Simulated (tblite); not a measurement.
O3S, charge +1, doublet, geometry from GFN2-xTB (a state made from the parent by changing its charge; the spin is typed, not shown lowest); GFN1-xTB (tblite).

Input for tblite:
```
$ tblite run mol.xyz --method gfn1 --charge 1 --spin 1 --guess eeq --json tblite.json --no-restart

# file mol.xyz
4

O     -0.69359983    -1.24003080    -0.04613286
S     -0.00000000    -0.00000000     0.00000000
O     -0.72704062     1.22159440    -0.00209731
O      1.42064045     0.01843640     0.04823017
```

The log (banner, timings and long lists left out):

```
xTB calculator
 | screened Coulomb repulsion
 | Coulomb electrostatics
 |  * isotropic Klopman-Ohno-Mataga-Nishimoto electrostatics
 |  * onsite third-order electrostatics
 | DFT-D3(BJ) dispersion correction

halogen bonding energy    0.0000000000000E+00 Eh
repulsion energy          9.4196102376227E-02 Eh
dispersion energy        -8.9839631940089E-04 Eh
number of electrons       2.3000000000000E+01 e
integral cutoff           1.9487547202114E+01 bohr

------------------------------------------------------------
  cycle        total energy    energy error   density error
------------------------------------------------------------
      1     -16.13342699671  -1.6226725E+01   7.4187565E-01
      2     -14.71598727314   1.4174397E+00   8.9659421E-01
      3     -16.75998537879  -2.0439981E+00   3.3425640E-01
      4     -16.75310126305   6.8841157E-03   2.0860617E-01
      5     -16.86650358547  -1.1340232E-01   2.4568276E-02
      6     -16.86797925111  -1.4756656E-03   2.3410208E-03
      7     -16.86798019935  -9.4823626E-07   4.3592577E-04
      8     -16.86798068624  -4.8689040E-07   6.8534566E-05
      9     -16.86798069074  -4.4975401E-09   5.3805944E-05
     10     -16.86798069436  -3.6207943E-09   3.7919670E-05
     11     -16.86798069787  -3.5120742E-09   1.5402294E-07
------------------------------------------------------------

electronic energy        -1.6961278403925E+01 Eh
total energy             -1.6867980697869E+01 Eh

Post processing:
 | Mayer-Wiberg bond orders

[Info] JSON dump of results written to 'tblite.json'
```
